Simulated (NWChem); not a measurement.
System: C2H3F3Si; SMILES C=C(F)[SiH](F)F

Here is an NWChem input.

```
start job
memory heap 200 mb stack 900 mb global 1100 mb
geometry units angstroms noautosym nocenter noautoz
  C     -1.230755    -1.561906     0.561736
  C     -0.085902    -1.080223     0.081294
  F      0.961316    -1.890654    -0.146509
  Si     0.209034     0.712660    -0.344732
  F     -1.187033     1.477886    -0.082534
  F      1.306803     1.349689     0.648555
  H     -1.349760    -2.624930     0.790117
  H     -2.068480    -0.884159     0.734242
  H      0.659474     0.947695    -1.731509
end
basis spherical
  * library 6-31g*
end
dft
  xc m05-2x
  iterations 150
end
cosmo
  do_cosmo_smd true
  solvent dcm
end
task dft energy
```

The geometry was optimised at PBE0/def2-SVP. Solvent: dichloromethane.

Level: M05-2X/6-31G* with SMD (1 M gas to 1 M solution), gas-phase geometry. Reactions with the solvent are ignored.

**Question.** What results follow from this input? (M05-2X/6-31G* (spherical d), SMD on the gas-phase geometry.) Quantities: solvation free energy (kcal/mol); cavity-dispersion-structure term (kcal/mol); dipole in solution (D).

**Answer.** 
```json
{
  "solvation free energy (kcal/mol)": "-2.5",
  "cavity-dispersion-structure term (kcal/mol)": "0.7",
  "dipole in solution (D)": "1.81"
}
```
